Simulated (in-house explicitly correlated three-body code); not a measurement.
Computed with an exponentially correlated three-body code. Model: two electrons around a point charge, non-relativistic, variational in 260 exponentially correlated functions (energies converged to about 1e-7 hartree, or 1e-8 relative for large Z).

Command:
```bash
python run_hyl.py task.json out
```
Settings (lengths in bohr, energies in hartree):
```
Z                      9
screening              0.045
interaction_strength   1
functions              260
states_tried           13
```

Run time, properties included: 55 s on 1 thread of Intel(R) Xeon(R) Platinum 8375C CPU @ 2.90GHz (Ice Lake), on a shared host.

**Those bound S and P states to n = 4 that converged, binding against the one-electron ion.**

Given: nuclear charge 9; Yukawa screening of all interactions 0.045 1/bohr.

Computed: one-electron threshold -40.0965137 hartree.

| term | energy (hartree) | binding (eV) |
| --- | --- | --- |
| 1 1S | -74.7696131 | 943.5 |
| 2 3S | ? | ? |
| 2 3P | -47.9097908 | 212.61 |
| 2 1S | -47.8944444 | 212.19 |
| 2 1P | -47.6817914 | 206.41 |
| 3 3S | -43.4384442 | 90.939 |
| 3 3P | -43.3522821 | 88.594 |
| 3 1S | -43.3515954 | 88.575 |
| 3 1P | -43.2893957 | 86.883 |
| 4 3S | -41.814135 | 46.739 |
| 4 1S | -41.7792097 | 45.788 |
| 4 3P | ? | ? |
| 4 1P | -41.7528541 | 45.071 |

What belongs in the row 2 3S?

energy (hartree): -48.2238128; binding (eV): 221.16.

What belongs in the row 4 3P?

energy (hartree): -41.7785374; binding (eV): 45.77.

**Converged states only, values per electron or pair (inverse distances are <exp(-kr)/r>).**

```
term  mean r (bohr)  mean r squared (bohr²)  mean inverse r (1/bohr)  mean r12 (bohr)  mean inverse r12 (1/bohr)  mean cosine  mean p1 dot p2 (bohr⁻²)  delta r1 (bohr⁻³)  delta r12 (bohr⁻³)
1 1S        0.17395                0.040573                   8.6426          0.25639                     5.2676    -0.014753                   1.0839             215.33               23.25
2 3S        0.43889                 0.31307                    5.486          0.73885                     1.5501   -0.0049496                  0.08209             127.88                   -
2 3P        0.38847                 0.24226                    5.467          0.64918                     1.8346     -0.07208                  -5.0574             115.09                   -
2 1S              ?                       ?                        ?                ?                          ?            ?                        ?                  ?                   ?
2 1P         0.3985                 0.25687                   5.4502           0.6446                     1.9887      0.05052                   4.8538             116.23              1.0755
3 3S        0.89876                  1.5284                   4.9082           1.6425                    0.73357   -0.0016462                 0.024052             119.43                   -
3 3P        0.85479                  1.3901                   4.9029            1.557                    0.80889    -0.017364                   -1.177             115.79                   -
3 1S        0.91734                  1.5991                   4.9024           1.6777                    0.80385    -0.002426                 0.029825             119.27              1.1692
3 1P        0.86909                  1.4414                   4.8983           1.5802                    0.85385     0.012175                   1.2148             116.05             0.34744
4 3S         1.5502                  4.8587                   4.7087           2.9401                    0.41037  -0.00071012                 0.010003             117.43                   -
4 1S         1.5751                  5.0264                   4.7063           2.9893                    0.43851   -0.0010383                 0.012735             117.38             0.48534
4 3P              ?                       ?                        ?                ?                          ?            ?                        ?                  ?                   -
4 1P         1.5318                  4.7782                   4.7046           2.9023                     0.4592    0.0047502                  0.48081             116.03             0.14921
```

What belongs in the row 2 1S?

mean r (bohr): 0.45158; mean r squared (bohr²): 0.3349; mean inverse r (1/bohr): 5.4642; mean r12 (bohr): 0.75606; mean inverse r12 (1/bohr): 1.8156; mean cosine: -0.0075987; mean p1 dot p2 (bohr⁻²): 0.094902; delta r1 (bohr⁻³): 127.16; delta r12 (bohr⁻³): 4.0242.

What belongs in the row 4 3P?

mean r (bohr): 1.5127; mean r squared (bohr²): 4.6534; mean inverse r (1/bohr): 4.7065; mean r12 (bohr): 2.8662; mean inverse r12 (1/bohr): 0.4406; mean cosine: -0.0068022; mean p1 dot p2 (bohr⁻²): -0.45531; delta r1 (bohr⁻³): 115.93.

**Electric-dipole lines between converged S and P states, rate of the upper state's decay.**

| s state | p state | p minus s (eV) | oscillator strength from s | rate (1/s) |
| --- | --- | --- | --- | --- |
| 1 1S | 2 1P | 737.1 | 0.70974 | 5.5775e+12 |
| 1 1S | 3 1P | 856.62 | 0.14742 | 1.5647e+12 |
| 1 1S | 4 1P | 898.43 | 0.055081 | 6.4307e+11 |
| 2 1S | 2 1P | 5.7866 | 0.060067 | 2.9092e+07 |
| 2 1S | 3 1P | 125.31 | 0.37958 | 8.6212e+10 |
| 2 1S | 4 1P | 167.12 | 0.094026 | 3.7984e+10 |
| 3 1S | 2 1P | -117.83 | -0.054886 | 3.3066e+10 |
| 3 1S | 3 1P | ? | ? | ? |
| 3 1S | 4 1P | 43.504 | 0.41214 | 1.1282e+10 |
| 4 1S | 2 1P | -160.62 | -0.011875 | 1.3293e+10 |
| 4 1S | 3 1P | -41.094 | -0.12424 | 9.1043e+09 |
| 4 1S | 4 1P | 0.71717 | 0.14995 | 1.1155e+06 |
| 2 3S | 2 3P | 8.545 | 0.083544 | 8.8232e+07 |
| 2 3S | 3 3P | 132.56 | 0.35653 | 9.0617e+10 |
| 2 3S | 4 3P | 175.38 | 0.090091 | 4.0083e+10 |
| 3 3S | 2 3P | -121.67 | -0.056991 | 3.661e+10 |
| 3 3S | 3 3P | 2.3446 | 0.14096 | 1.1207e+07 |
| 3 3S | 4 3P | 45.168 | 0.38721 | 1.1426e+10 |
| 4 3S | 2 3P | ? | ? | ? |
| 4 3S | 3 3P | -41.855 | -0.13136 | 9.9853e+09 |
| 4 3S | 4 3P | 0.96866 | 0.19696 | 2.673e+06 |

What belongs in the row 3 1S 3 1P?

p minus s (eV): 1.6925; oscillator strength from s: 0.10563; rate (1/s): 4.3768e+06.

What belongs in the row 4 3S 2 3P?

p minus s (eV): -165.87; oscillator strength from s: -0.012042; rate (1/s): 1.4376e+10.

**Static dipole response.**

| state | polarisability (bohr³) |
| --- | --- |
| 1 1S | 0.0016204 |
| 2 1S | 1.3535 |
| 2 3S | 0.86892 |
